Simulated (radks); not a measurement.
Values are calculated unless marked as measured or tabulated.
Coulomb parameter of the 4f shell of neutral thulium in the model configuration [Xe] 4f11.5 5d1.5 6s2, as a second difference U = [E(n + 0.25) + E(n - 0.25) - 2 E(n)] / (0.25)^2 with all orbitals relaxed. "Bare": the charge of the atom changes with n. "Screened": the 5d shell takes up the change at fixed total charge, which measures U(4f,4f) + U(5d,5d) - 2 U(4f,5d). Code: a radial shooting solver on a logarithmic mesh with Libxc functionals. Model: Dirac Kohn-Sham, LDA (Slater exchange, Perdew-Wang correlation), spin-unpolarised, spherical densities, finite nucleus; open shells are shared between the two j in proportion to 2j + 1; Fermi nuclear charge, rms radius 5.2256 fm.

| case | configuration | E - E(n) (eV) |
|---|---|---|
| start | [Xe] 4f11.5 5d1.5 6s2 | 0.000 |
| bare +0.25 | [Xe] 4f11.75 5d1.5 6s2 | -2.842 |
| bare -0.25 | [Xe] 4f11.25 5d1.5 6s2 | 3.758 |
| screened +0.25 | [Xe] 4f11.75 5d1.25 6s2 | -2.430 |
| screened -0.25 | [Xe] 4f11.25 5d1.75 6s2 | 2.802 |

U(bare) = 14.657 eV, U(screened by 5d) = 5.945 eV, against the Slater integral F0(4f,4f) = 34.176 eV with frozen orbitals. The step up makes a negative ion, whose loosely bound charge lowers the bare value.
